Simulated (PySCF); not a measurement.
A species of formula C3H10BNO2 has this rotational fingerprint, computed with PBE0-D3(BJ)/def2-SVP geometry optimisation, gas phase in PySCF 2.14.0:

- Rotational constants: A = 7059, B = 1361, C = 1237 MHz
- Dipole components: |μa| = 6.01 D, |μb| = 1.97 D, |μc| = 1.45 D
- Inertial defect: -34.45 u·Å²
- κ: -0.96

Question: Which structure is it? (One computed conformer of each.)
A. `[BH3-:1][NH2+:2][CH2:3][O:4][C:5]([CH3:6])=[O:7]` with B1–N2–C3–O4 172°, N2–C3–O4–C5 70°, C3–O4–C5–C6 176°
B. `[CH3:1][O:2][B:3]([CH2:4][NH2:5])[O:6][CH3:7]` with C1–O2–B3–C4 4°, O2–B3–C4–N5 52°, B3–C4–N5–H 65° and -178°, O2–B3–O6–C7 2°
C. `[CH3:1][O+:2]([CH3:3])[BH2-:4][NH:5][CH:6]=[O:7]` with C1–O2–B4–N5 158°, O2–B4–N5–C6 -74°, B4–N5–C6–O7 9°

Answer: A. It is [BH3-][NH2+]COC(C)=O, a near-prolate asymmetric top, point group C1. The candidates at the same level (rigid rotor, commonest isotopes):

| SMILES | A (MHz) | B (MHz) | C (MHz) | μa (D) | μb (D) | μc (D) | Δ (u·Å²) | point group | rotor |
| --- | --- | --- | --- | --- | --- | --- | --- | --- | --- |
| [BH3-][NH2+]COC(C)=O | 7059 | 1361 | 1237 | 6.01 | 1.97 | 1.45 | -34.45 | C1 | near-prolate asymmetric top |
| COB(CN)OC | 3532 | 1892 | 1324 | 0.62 | 0.18 | 0.11 | -28.58 | C1 | asymmetric top |
| C[O+](C)[BH2-]NC=O | 4327 | 1588 | 1464 | 4.22 | 2.63 | 1.65 | -89.80 | C1 | near-prolate asymmetric top |

`C[O+](C)[BH2-]NC=O` has A 39 % too low; `COB(CN)OC` has A 50 % too low. No structure here is proved a minimum.
